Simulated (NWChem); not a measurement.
System: BHCl, doublet; SMILES [BH]Cl

Excerpt of the output:

```
             Northwest Computational Chemistry Package (NWChem) 7.3.0
             --------------------------------------------------------

 CS  symmetry detected

                             Geometry "geometry" -> ""
                             -------------------------

 Output coordinates in angstroms (scale by  1.889725989 to convert to a.u.)

  No.       Tag          Charge          X              Y              Z
 ---- ---------------- ---------- -------------- -------------- --------------
    1 B                    5.0000     0.13140304     1.23536612     0.00000000
    2 Cl                  17.0000     0.01007629    -0.47907022     0.00000000
    3 H                    1.0000    -0.82831207     1.96736307     0.00000000

 Effective nuclear repulsion energy (a.u.)      31.8413141137

      Symmetry information
      --------------------

 Group name             Cs
 Group number              2
 Group order               2
 No. of unique centers     3

  xc_inp: hfexch multiplicative factor not found.

                                 NWChem DFT Module
                                 -----------------

 Summary of "ao basis" -> "ao basis" (spherical)
 ------------------------------------------------------------------------------
       Tag                 Description            Shells   Functions and Types
 ---------------- ------------------------------  ------  ---------------------
 B                           3-21g                   5        9   3s2p
 Cl                          3-21g                   7       13   4s3p
 H                           3-21g                   2        2   2s

      Symmetry analysis of basis
      --------------------------

        a'         19
        a"          5

            General Information
            -------------------
          SCF calculation type: DFT
          Wavefunction type:  spin polarized.
          No. of atoms     :     3
          No. of electrons :    23
           Alpha electrons :    12
            Beta electrons :    11
          Charge           :     0
          Spin multiplicity:     2
          Use of symmetry is: on ; symmetry adaption is: on
          Maximum number of iterations: 150
          AO basis - number of functions:    24
                     number of shells:    14
          Convergence on energy requested:  1.00D-06
          Convergence on density requested:  1.00D-05
          Convergence on gradient requested:  5.00D-04

              XC Information
              --------------
                     Hartree-Fock (Exact) Exchange  1.000

      Superposition of Atomic Density Guess
      -------------------------------------

 Sum of atomic energies:        -482.17665907

      Non-variational initial energy
      ------------------------------

 Total energy =    -482.576284
 1-e energy   =    -728.456584
 2-e energy   =     214.038986
 HOMO         =      -0.083247
 LUMO         =       0.019859

   Symmetry analysis of molecular orbitals - initial alpha
   -------------------------------------------------------

  Numbering of irreducible representations:

     1 a'          2 a"

  Orbital symmetries:

     1 a'          2 a'          3 a'          4 a'          5 a"
     6 a'          7 a'          8 a'          9 a'         10 a"
    11 a'         12 a'         13 a"         14 a'         15 a'
    16 a'         17 a'         18 a"         19 a'         20 a'
    21 a"         22 a'

   Symmetry analysis of molecular orbitals - initial beta
   ------------------------------------------------------

  Numbering of irreducible representations:

     1 a'          2 a"

  Orbital symmetries:

     1 a'          2 a'          3 a'          4 a'          5 a"
     6 a'          7 a'          8 a'          9 a'         10 a"
    11 a'         12 a'         13 a"         14 a'         15 a'
    16 a'         17 a'         18 a"         19 a'         20 a'
    21 a"         22 a'

     ---------------------------------------------
      Total Density - Mulliken Population Analysis
     ---------------------------------------------

    Atom       Charge   Shell Charges
 -----------   ------   -------------------------------------------------------
    1 B    5     4.71   1.99  0.47  0.73  0.97  0.56
    2 Cl  17    17.30   2.00  1.96  5.91  1.14  3.11  0.84  2.34
    3 H    1     0.99   0.42  0.57

     --------------------------------------------
      Spin Density - Mulliken Population Analysis
     --------------------------------------------

    Atom       Charge   Shell Charges
 -----------   ------   -------------------------------------------------------
    1 B    5     0.80   0.00  0.04  0.22  0.23  0.31
    2 Cl  17     0.08   0.00  0.00  0.00  0.00  0.06 -0.00  0.02
    3 H    1     0.12   0.05  0.07

   convergence    iter        energy       DeltaE   RMS-Dens  Diis-err
 ---------------- ----- ----------------- --------- --------- ---------
 d= 0,ls=0.0,diis     1   -482.3347006087 -5.14D+02  1.31D-02  3.21D-02
                                                     7.29D-03  2.58D-02
 d= 0,ls=0.0,diis     2   -482.3653423735 -3.06D-02  4.34D-03  2.49D-03
                                                     2.65D-03  4.85D-03
 d= 0,ls=0.0,diis     3   -482.3697977670 -4.46D-03  3.32D-03  7.86D-04
                                                     1.55D-03  7.34D-04
 d= 0,ls=0.0,diis     4   -482.3712050504 -1.41D-03  1.46D-03  9.30D-05
                                                     7.63D-04  1.26D-04
 d= 0,ls=0.0,diis     5   -482.3714526007 -2.48D-04  7.41D-04  2.26D-05
                                                     5.25D-04  2.64D-05
  Resetting Diis
 d= 0,ls=0.0,diis     6   -482.3715139902 -6.14D-05  2.14D-04  2.40D-06
                                                     1.81D-04  2.14D-06
 d= 0,ls=0.0,diis     7   -482.3715194463 -5.46D-06  2.34D-05  1.12D-07
                                                     2.01D-05  1.26D-07
 d= 0,ls=0.0,diis     8   -482.3715196363 -1.90D-07  2.42D-05  3.57D-08
                                                     2.12D-05  3.50D-08
 d= 0,ls=0.0,diis     9   -482.3715197199 -8.35D-08  4.58D-06  1.65D-09
                                                     3.86D-06  2.73D-09

         Total DFT energy =     -482.371519719879
      One electron energy =     -728.781872571030
           Coulomb energy =      246.310268367276
    Exchange-Corr. energy =      -31.741229629794
 Nuclear repulsion energy =       31.841314113670

 Numeric. integr. density =        0.000000000000

                  Occupations of the irreducible representations
                  ----------------------------------------------

                     irrep           alpha         beta
                     --------     --------     --------
                     a'               10.0          9.0
                     a"                2.0          2.0

                    DFT Final Alpha Molecular Orbital Analysis
                    ------------------------------------------

 Vector   10  Occ=1.000000D+00  E=-5.155889D-01  Symmetry=a'
              MO Center=  1.4D-01,  7.3D-02, -1.3D-14, r^2= 2.1D+00
   Bfn.  Coefficient  Atom+Function         Bfn.  Coefficient  Atom+Function
  ----- ------------  ---------------      ----- ------------  ---------------
    16      0.448256  2 Cl px                20      0.341251  2 Cl px
    17     -0.293775  2 Cl py                 4      0.219812  1 B  py
    21     -0.217060  2 Cl py                12     -0.204553  2 Cl px
     6      0.200619  1 B  s                 24      0.139498  3 H  s
     7      0.137021  1 B  px                13      0.134852  2 Cl py

 Vector   11  Occ=1.000000D+00  E=-5.018409D-01  Symmetry=a"
              MO Center=  2.0D-02, -3.4D-01,  1.3D-14, r^2= 1.4D+00
   Bfn.  Coefficient  Atom+Function         Bfn.  Coefficient  Atom+Function
  ----- ------------  ---------------      ----- ------------  ---------------
    18      0.580898  2 Cl pz                22      0.481139  2 Cl pz
    14     -0.268043  2 Cl pz                 5      0.121147  1 B  pz
     9      0.098795  1 B  pz

 Vector   12  Occ=1.000000D+00  E=-3.610185D-01  Symmetry=a'
              MO Center=  3.2D-01,  9.4D-01, -5.4D-17, r^2= 2.2D+00
   Bfn.  Coefficient  Atom+Function         Bfn.  Coefficient  Atom+Function
  ----- ------------  ---------------      ----- ------------  ---------------
     6      0.508399  1 B  s                  3      0.415355  1 B  px
     7      0.379606  1 B  px                20     -0.361093  2 Cl px
    16     -0.330347  2 Cl px                24     -0.212612  3 H  s
    12      0.149662  2 Cl px                23     -0.121556  3 H  s
     4      0.119020  1 B  py                17     -0.117676  2 Cl py

 Vector   13  Occ=0.000000D+00  E= 5.236270D-02  Symmetry=a"
              MO Center=  1.3D-01,  1.2D+00,  5.7D-16, r^2= 2.3D+00
   Bfn.  Coefficient  Atom+Function         Bfn.  Coefficient  Atom+Function
  ----- ------------  ---------------      ----- ------------  ---------------
     9      0.794088  1 B  pz                 5      0.386661  1 B  pz
    22     -0.361764  2 Cl pz                18     -0.207961  2 Cl pz
    14      0.095876  2 Cl pz

[...]

                         DFT ENERGY GRADIENTS

    atom               coordinates                        gradient
                 x          y          z           x          y          z
   1 B       0.248316   2.334503   0.000000    0.008278  -0.037777   0.000000
   2 Cl      0.019041  -0.905311   0.000000    0.002140   0.029775   0.000000
   3 H      -1.565283   3.717777   0.000000   -0.010418   0.008003   0.000000
```

Level: UHF/3-21G. In the optimisation the excess spin sits in a' (Cs, its own frame). Geometry: optimised at PBE0/def2-SVP, spin-unrestricted. No stability test was run on the SCF state.

**Question.** Which NWChem input produces such a log?

**Answer.** This is not unique; one that fits is the input that was run:
```
start job
memory heap 200 mb stack 900 mb global 1100 mb
geometry units angstroms noautoz
  B      0.132808     1.202989     0.000000
  Cl     0.022959    -0.512221     0.000000
  H     -0.831785     1.928546     0.000000
end
basis spherical
  B library 3-21g
  Cl library 3-21g
  H library 3-21g
end
dft
  odft
  mult 2
  xc hfexch
  iterations 150
  mulliken
end
task dft gradient
```
